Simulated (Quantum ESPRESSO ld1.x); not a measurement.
Values are calculated unless marked as measured or tabulated.
Task: The mean radii <r> (bohr) of the occupied orbitals of an atom or ion are listed with their occupations. Code: ld1.x of Quantum ESPRESSO 7.5. Model: Dirac Kohn-Sham, relativistic LDA (MacDonald-Vosko exchange, VWN5 correlation), spin-unpolarised, spherical densities, point nucleus.

| orbital | occ. | <r> |
|---|---|---|
| 1s1/2 | 2 | 0.02419 |
| 2s1/2 | 2 | 0.1029 |
| 2p1/2 | 2 | 0.08628 |
| 2p3/2 | 4 | 0.09256 |
| 3s1/2 | 2 | 0.2728 |
| 3p1/2 | 2 | 0.2623 |
| 3p3/2 | 4 | 0.2745 |
| 3d3/2 | 4 | 0.2454 |
| 3d5/2 | 6 | 0.2493 |
| 4s1/2 | 2 | 0.6155 |
| 4p1/2 | 2 | 0.6297 |
| 4p3/2 | 4 | 0.6554 |
| 4d3/2 | 4 | 0.6919 |
| 4d5/2 | 6 | 0.7003 |
| 5s1/2 | 2 | 1.274 |

Name the element and its charge. Open shells, if any, are shared by 2j + 1.

Result: Z = 59, praseodymium, charge +11: Pr11+ in [Kr] 4d10 5s2. The 1s radius gives Z: for a bare nucleus <r> = (2 gamma + 1)/(2Z) with gamma = sqrt(1 - (Z/c)^2), 0.02377 bohr for Z = 59, and screening makes it slightly larger (0.02419 here). The occupations add up to 48, and the charge is Z minus that.
